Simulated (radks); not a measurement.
The numbers below are computed, except where a source is named.
Ionisation of Ga, [Ar] 3d10 4s2 4p1, to Ga+, [Ar] 3d10 4s2, under several functionals. Dirac Kohn-Sham, spin-unpolarised, spherical densities, point nucleus; open shells fill j = l - 1/2 first; a radial shooting solver on a logarithmic mesh with Libxc functionals. Known Delta-SCF values: OLYP 5.535 eV; exchange-only LDA 5.007 eV; HCTH/407 5.867 eV. What does BP86 give, and what is its highest occupied eigenvalue?

Answer. 5.909 eV by Delta-SCF; the 4p1/2 eigenvalue is -2.760 eV. NIST: 5.999 eV (measured).

Beside tabulated values, note that spin-unpolarised runs miss the spin-polarisation part of the exchange energy of open shells.
